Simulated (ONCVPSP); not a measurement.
Reading a pseudo-wave (phosphorus)

Columns: radius, all-electron u(r) and pseudo u(r) of the 2s shell (level -174.15 eV) of phosphorus in the configuration [He] 2s2 2p6 3s1 3p4; PBEsol, non-relativistic, ONCV scheme, ONCVPSP 4.0.1.

```tsv
r (bohr)	all-electron	pseudo
0.050	-0.6675	0.2633
0.100	-0.4217	0.5154
0.150	0.0798	0.7456
0.200	0.5711	0.9455
0.250	0.9581	1.1082
0.300	1.2208	1.2293
0.350	1.3732	1.3082
0.400	1.4355	1.3454
0.450	1.4324	1.3453
0.500	1.3827	1.3121
0.550	1.3032	1.2528
0.600	1.2061	1.1739
0.650	1.1002	1.0818
0.700	0.9923	0.9830
0.750	0.8866	0.8825
0.800	0.7860	0.7845
0.850	0.6924	0.6920
0.900	0.6066	0.6065
0.950	0.5290	0.5290
1.000	0.4595	0.4595
1.050	0.3979	0.3979
1.100	0.3435	0.3435
1.150	0.2959	0.2959
1.200	0.2543	0.2543
1.250	0.2181	0.2181
1.300	0.1868	0.1868
```

Problem. How many radial nodes do the two functions have?

Solution. The all-electron 2s function has n − l − 1 = 1; the pseudo-wave has 0, since the states of the same l below it are removed with the core.

Problem. At about which radius was the pseudo-wave matched?

Solution. 1.00 bohr. The columns agree to 0.0005 from 0.85 bohr on; several derivatives are matched, so the curves merge somewhat inside the radius.

Problem. Is the pseudo-wave norm-conserving?

Solution. Yes: the ONCV scheme keeps the norm inside the radius equal to the all-electron one, which fixes the energy derivative of the logarithmic derivative at the level.
